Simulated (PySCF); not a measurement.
# La⁺: excitation energy

La⁺ [Xe] 5d2 (3F) → La⁺ [Xe] 5d1 6s1 (3D), as a difference of total energies. All numbers are calculated (PySCF 2.14, scalar relativity by spin-free X2C-1e, in x2c-TZVPPall with one added diffuse shell each of s, p, d type (12s8p8d3f1g, 106 functions)). The calculations carry no spin-orbit coupling.

| method | excitation energy (eV) | error (eV) |
| --- | --- | --- |
| UHF | 0.173 | -0.022 |
| wB97M-V | 0.281 | +0.086 |
| revPBE | 0.333 | +0.138 |
| HSE06 | 0.301 | +0.106 |

Reference: 0.195 eV (measured; NIST levels, between the centres of gravity of the two terms).
